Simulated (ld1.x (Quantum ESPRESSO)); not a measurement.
## Ranking TM potentials for silicon

All share these settings but for the change named:

| Quantity | Value |
| --- | --- |
| Element | Si |
| Generator | ld1.x (Quantum ESPRESSO) 7.5 |
| Type | norm-conserving Troullier–Martins (Kleinman–Bylander form) |
| Functional | PBE |
| Relativity | scalar-relativistic |
| Frozen core | [Ne] |
| Valence charge | 4 |
| Reference configuration | 3s2 3p2 |
| Partial waves | 3p (bound): rc 2.30 bohr; 3s (bound): rc 1.30 bohr |
| Local potential | the s channel |
| Core correction | Bessel-smoothed model core, default radius (core density twice the valence density) |

Test errors are all-electron minus pseudo excitation energies from the reference, over 3s2 3p1; 3s2 3p0; 3s1 3p0; 3s1 3p3; 3s1 3p2; 3s0 3p4; 3s2 3p2.3. None of these files shows a bound ghost.

The base gives 62.4 meV.

Of 6 variants that were run, those that failed, showed a ghost or another fault, or gave nearly equal values are left out.

(1) Rank these variants by their largest absolute test error, smallest first.
A. all radii but the core radius scaled by about 1.17 (s 1.52, p 2.68 bohr)
B. all radii but the core radius scaled by about 1.37 (s 1.78, p 3.16 bohr)
C. all radii but the core radius scaled by about 1.04 (s 1.36, p 2.40 bohr)
D. all radii but the core radius scaled by about 0.84 (s 1.10, p 1.94 bohr)
E. all radii but the core radius scaled by about 1.24 (s 1.62, p 2.86 bohr)

## Answers

(1) B (16.2 meV), E (22.4 meV), A (32.8 meV), C (51.5 meV), D (144.8 meV).
